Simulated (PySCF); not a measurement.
Low-lying terms of V⁵⁺ (vanadium, charge +5)

Ground state [Ar], ¹S. Computed with PySCF 2.14 in aug-cc-pVDZ with one added diffuse shell each of s, p, d type (8s7p5d2f, 68 functions), with the non-relativistic Hamiltonian (point nucleus). Vertical excitation energies in eV without spin-orbit coupling; excited terms of each kind are numbered among those the solver found. Frozen: [Ne].

| term | leading excitation | EOM-EE-CCSD |
| --- | --- | --- |
| 1 3P° | 3p → d | 37.962 |
| 1 3F° | 3p → d | 39.837 |
| 1 1D° | 3p → d | 42.476 |
| 1 3D° | 3p → d | 42.660 |
| 1 1F° | 3p → d | 42.974 |
| 1 1P° | 3p → d | 55.735 |
| 1 3D | 3s → d | 67.506 |
| 1 1D | 3s → d | 69.658 |
| 1 3S | 3p → p | 82.892 |
| 2 3D | 3p → p | 83.644 |
| 2 1D | 3p → p | 83.746 |

The solver can miss terms.
